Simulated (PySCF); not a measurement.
**Electron correlation in Cd(2+) (cadmium, charge +2)**

[Kr] 4d10, closed-shell 1S. Calculation: PySCF 2.14, in cc-pVDZ-PP with ECP28MDF; a scalar-relativistic core potential. Frozen: 4s2 4p6; 10 electrons correlated.

Total MP2 correlation energy: -262.99 mhartree.

Same-spin part -98.02 and opposite-spin part -164.96 mhartree; SCS-MP2 scales them by 1/3 and 6/5 to -230.63 mhartree.

| level | correlation energy (mhartree) |
| --- | --- |
| CCSD | -253.88 |
| (T) | -1.78 |
| CCSD(T) | -255.66 |

Diagnostics: T1 = 0.00035, D1 = 0.0005, largest double amplitude 0.022.

**Question.** Is a single reference adequate?

**Answer.** Yes, within this model without spin-orbit coupling: T1 lies below 0.03 and no double amplitude reaches 0.07.
